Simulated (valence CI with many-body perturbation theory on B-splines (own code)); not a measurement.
Ladder of approximations for Pr36+

Calculated by relativistic CI+MBPT: five valence electrons over a frozen Dirac-Fock core [Ar], a basis of 7 s, 7 p, 8 d, 6 f, 4 g, 1 h functions for each j, with the one-electron correlation potential Σ1, the two-electron term Σ2, the three-electron term Σ3, Breit, model QED; selected CI, second order for the rest (own B-spline code, finite nucleus).

The last digits are not significant, and no measured levels were compared; by estimate large intervals hold to a few tenths of a per cent, small ones and those within an open d or f shell to about a per cent. Only levels of the ground parity were solved; by the run's estimate the other parity begins above the list, which can be wrong where configurations are misplaced.

Each rung adds one term. CI alone is the Dirac-Coulomb CI over the frozen core; QED comes last and gives the full result, which names the levels. Energies are above (3d3/2^4 3d5/2) J=5/2 on the same rung, in cm⁻¹.

Levels are named by their leading jj configuration (3d3/2^4 stands for four electrons in 3d with j = 3/2), which in mixed levels can hold well under half, so a name can repeat and another be missing. Letters in brackets count levels of one name in rising energy.

```csv
Level,CI alone,Σ1,Σ2,Σ3,Breit,QED,Full
(3d3/2^3 3d5/2^2) J=5/2 [a],128802,+772,+1969,+707,-3059,+377,129567
(3d3/2^3 3d5/2^2) J=7/2 [a],205871,+907,+708,+323,-5929,+414,202293
(3d3/2^3 3d5/2^2) J=3/2 [a],211779,+919,-1043,-222,-2836,+420,209017
(3d3/2^3 3d5/2^2) J=11/2,219527,+938,+3421,-661,-11361,+429,212293
(3d3/2^3 3d5/2^2) J=9/2,242151,+1024,+1341,+122,-8591,+464,236510
(3d3/2^3 3d5/2^2) J=5/2 [b],252171,+1148,-649,+568,-6158,+519,247598
(3d3/2^3 3d5/2^2) J=1/2,261987,+1145,-1863,+181,-4305,+520,257664
(3d3/2^3 3d5/2^2) J=7/2 [b],293817,+1044,-2091,-758,-6296,+450,286165
(3d3/2^2 3d5/2^3) J=5/2 [a],331231,+1721,+1476,+787,-7435,+820,328599
(3d3/2^3 3d5/2^2) J=3/2 [b],355071,+1347,-2323,+584,-4914,+597,350362
(3d3/2^2 3d5/2^3) J=7/2 [a],371286,+1938,+1684,+533,-10764,+918,365594
(3d3/2^2 3d5/2^3) J=11/2,379076,+1971,+6000,-402,-15502,+926,372070
(3d3/2^2 3d5/2^3) J=9/2 [a],393769,+1931,+2362,+259,-13259,+901,385963
(3d3/2^2 3d5/2^3) J=1/2 [a],402214,+2071,-257,+934,-7846,+972,398089
(3d3/2^2 3d5/2^3) J=13/2,414273,+2032,+6949,-1033,-20178,+946,402989
(3d3/2^2 3d5/2^3) J=3/2 [a],411813,+2062,+910,+133,-8267,+965,407616
(3d3/2^2 3d5/2^3) J=5/2 [b],428206,+2028,-361,+605,-10142,+935,421272
(3d3/2^2 3d5/2^3) J=9/2 [b],460880,+2067,+2518,-595,-12889,+948,452928
(3d3/2^2 3d5/2^3) J=7/2 [b],479043,+2089,-1292,+355,-13586,+949,467557
```

The middle columns are the shifts that each term adds.

Q: How does the ionisation energy move along the ladder, and which term matters most?

A: CI alone 2489.1, + Σ1 2491.4, + Σ2 2501.4, + Σ3 2501.6, + Breit 2501.0, + QED 2501.1 eV. The largest step is Σ2, 10.0 eV. NIST lists 2501 ± 5 eV (theoretical).
